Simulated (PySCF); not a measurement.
silylphosphine cation (H₅PSi), SMILES [SiH3]P (connectivity only; charge and spin as stated), charge +1, multiplicity 2.

Geometry: B3LYP-D3(BJ)/def2-TZVP. The multiplicity is an assumed one; other spin states were not compared.

The numbers are results of PySCF 2.14.0 with TDA-PBE/def2-SVPD, not measurements.

Vertical excitations. 

| state | energy (eV) | λ (nm) | f | main pairs |
|---|---|---|---|---|
| root 1 | 3.27 | 379 | 0.000 | β HOMO→LUMO 100 % |
| root 2 | 3.38 | 367 | 0.005 | β HOMO−1→LUMO 84 %, β HOMO−2→LUMO 15 % |
| root 3 | 3.80 | 326 | 0.042 | β HOMO−2→LUMO 82 %, β HOMO−1→LUMO 15 % |
| root 4 | 5.35 | 232 | 0.001 | β HOMO−3→LUMO 97 % |
| root 5 | 5.91 | 210 | 0.004 | α HOMO→LUMO 97 % |
| root 6 | 6.23 | 199 | 0.002 | α HOMO→LUMO+1 97 % |
| root 7 | 7.14 | 174 | 0.000 | α HOMO−1→LUMO 71 %, β HOMO→LUMO+1 25 % |
| root 8 | 7.20 | 172 | 0.014 | α HOMO→LUMO+2 92 % |
| root 9 | 7.26 | 171 | 0.001 | α HOMO−2→LUMO 51 %, β HOMO−1→LUMO+1 36 % |
| root 10 | 7.48 | 166 | 0.002 | α HOMO→LUMO+3 32 %, α HOMO−1→LUMO+1 30 %, β HOMO→LUMO+2 26 % |
Unrestricted roots are not spin-pure.
